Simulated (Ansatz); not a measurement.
Calculation: Ansatz (a program for electronic structure) with frozen-core CCSD(T)/cc-pVTZ // r2SCAN-D4/def2-TZVP. The restricted HF reference is unstable towards unrestricted orbitals.

Ansatz 0.2 input:
```yaml
crystal:
  periodic: [false, false, false]
  atoms:
    - { symbol: C, position_ang: [-1.246867, -0.061285, -0.035509] }
    - { symbol: N, position_ang: [0.033159, -0.57674, -0.411525] }
    - { symbol: Si, position_ang: [1.511997, 0.001143, -0.482813] }
    - { symbol: H, position_ang: [-1.944346, -0.156324, -0.876719] }
    - { symbol: H, position_ang: [-1.257456, 0.987571, 0.293925] }
    - { symbol: H, position_ang: [-1.66695, -0.67154, 0.773289] }
    - { symbol: H, position_ang: [2.586259, -0.898326, -0.942651] }
    - { symbol: H, position_ang: [1.984198, 1.375498, -0.137968] }
basis:
  gaussian: { orbitals: cc-pVTZ }
correlation:
  method: ccsd_t
```

Output:

```
Functional definition: HF
933 factors; integrals over basis functions are off by at most 1.2e-3 eV
mean field evaluation 1: about -10448.9572 eV, gradient 4.1e1 eV
mean field evaluation 2: about -10448.9673 eV, gradient 4.1e1 eV
mean field evaluation 4: about -10453.0798 eV, gradient 4.1e0 eV
mean field evaluation 8: about -10453.1552 eV, gradient 2.3e-1 eV
mean field evaluation 16: about -10453.1353 eV, gradient 9.8e-1 eV
mean field -10453.15578896 eV, -384.1463898408 hartree, gradient 5.1e-6 eV, S^2 0.000000; 0 other end points of the search recorded, 0 dependent functions left out; unrestricted orbitals would lower it
7 core orbitals not correlated
reference -10453.15578896 eV, -384.1463898408 hartree; 9, 9 occupied and 148, 148 virtual orbitals, 933 factors
second order -13.85587157 eV of doubles, -0.00000000 eV of singles
cycle   1  -14.08648457 eV  change   -2.3e-1 eV  update   1.0e-1
cycle   2  -14.51311122 eV  change   -4.3e-1 eV  update   3.5e-2
cycle   3  -14.64334396 eV  change   -1.3e-1 eV  update   2.0e-2
cycle   4  -14.63215146 eV  change    1.1e-2 eV  update   5.5e-3
cycle   5  -14.63302540 eV  change   -8.7e-4 eV  update   3.1e-3
cycle   6  -14.63324922 eV  change   -2.2e-4 eV  update   8.5e-4
cycle   7  -14.63307889 eV  change    1.7e-4 eV  update   3.4e-4
cycle   8  -14.63312397 eV  change   -4.5e-5 eV  update   1.2e-4
cycle   9  -14.63312543 eV  change   -1.5e-6 eV  update   3.8e-5
cycle  10  -14.63310965 eV  change    1.6e-5 eV  update   1.4e-5
perturbative correction -0.65119379 eV, -0.0239309303 hartree
Total energy: -10468.44009240 eV, -384.7080776321 hartree
```

Cost: around 50 core-seconds (rough).
